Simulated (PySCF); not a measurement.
Computed shifts of a molecule C₄H₇NO, PBE/pcSseg-1 in PySCF, GIAO, gas phase, equivalent atoms averaged, in ppm (number of nuclei): ¹³C: 118.6 (1), 76.1 (1), 64.3 (1), 23.5 (1). ¹⁵N: 305.4 (1). ¹H: 3.80 (3), 3.67 (2), 2.64 (2). References: ¹³C against TMS (σ = 182.0 ppm); ¹⁷O against H2O (σ = 334.3 ppm); ¹⁵N against NH3 (σ = 267.0 ppm); ¹H against TMS (σ = 31.49 ppm), references at their B3LYP-D3(BJ)/def2-TZVP geometries, non-relativistic. The structure is a stationary point at ωB97X-D3(BJ)/def2-SVP. Other conformers were not sampled.

**Question.** Which structure fits?
A. CC[C@H]1N=CO1
B. COCCC#N
C. NCC1=COC1
D. CC/C=N\C=O

**Answer.** B, COCCC#N
